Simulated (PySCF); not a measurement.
# Which determinant of HgBr lies lowest?

Unrestricted PBE0; PySCF, scalar-relativistic core potentials, basis sets Hg def2-TZVPP with ECP60, Br def2-TZVPP. Outer shells of the fragments: Hg 5d10 6s2; Br 3d10 4s2 4p5.

Followed along the bond (rough minima from three points):

```tsv
2Ms+1	unpaired	⟨S²⟩ at the start	R at minimum (Å)	Te (eV)
2	σ ↑	0.76	2.56	0.00
4	σ ↑, π ↑↑	3.76	none in the scan	≤ 5.70
```

Solutions found at the starting distance of 2.490 Å, counted from the lowest of them; the search is not exhaustive and high or unbound solutions are not listed, so other states can lie among these:

```csv
2Ms+1,unpaired,term,E (eV),⟨S²⟩,⟨Lz²⟩,μ (D)
2,σ ↑,²Σ⁺,0.00,0.76,0.00,-2.54
2,π ↑,²Π,2.24,0.75,1.01,2.27
2,π ↑,²Π,4.58,0.78,1.00,-1.31
4,"σ ↑, π ↑↑",mixed,5.89,3.76,2.01,3.30
4,"σ ↑, π ↑↑",mixed,6.02,3.76,2.01,3.40
4,"σ ↑↑, π ↑",⁴Π,6.92,3.76,1.02,1.19
```

A term symbol is given only where ⟨S²⟩ and ⟨Lz²⟩ are close to those of a pure state; real π, δ and φ orbitals otherwise mix terms. A positive dipole means Hg(−)Br(+).

Spin–orbit coupling is left out. Counting both spins, an empty level lies below a filled one in some of these solutions, because spin and occupation are held.
